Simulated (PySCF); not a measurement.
## CH7BGe: core ionisation energies

CH7BGe.
Cartesian coordinates in Å at the PBE0-D3(BJ)/def2-SVP level; atoms count from 1:
```
atom  x, y, z in Å
B1     1.9000   -0.2137   -0.0342
Ge2    0.0491    0.6405   -0.3353
C3    -1.3290   -0.6344    0.2611
H4     2.3936   -0.9412   -0.8638
H5     2.5011   -0.0519    1.0020
H6    -0.2158    0.9700   -1.8215
H7    -0.1373    1.9488    0.4657
H8    -1.2076   -0.8640    1.3292
H9    -1.2696   -1.5703   -0.3120
H10   -2.3237   -0.1921    0.1089
```

The calculation used PySCF, delta-SCF UKS SCAN, pcX-2 on the ionised atom, pcseg-1 elsewhere, spin-free X2C. These are vertical core ionisation energies against the vacuum level, from separate self-consistent calculations with and without the core hole.

What binding energy does each computed site have?

```tsv
atom(s)	bonded to	level	binding energy (eV)	count
C3	3 H and Ge	C 1s	290.27	1
```

Express the binding energy of C 1s of C3 in atomic units and per mole.

290.27 eV = 10.6672 Eh = 28007 kJ/mol.

Not every level is listed. No level of boron or germanium is listed. The structure is a single PBE0-D3(BJ)/def2-SVP conformer in the gas phase; no vibrational or solvent corrections.
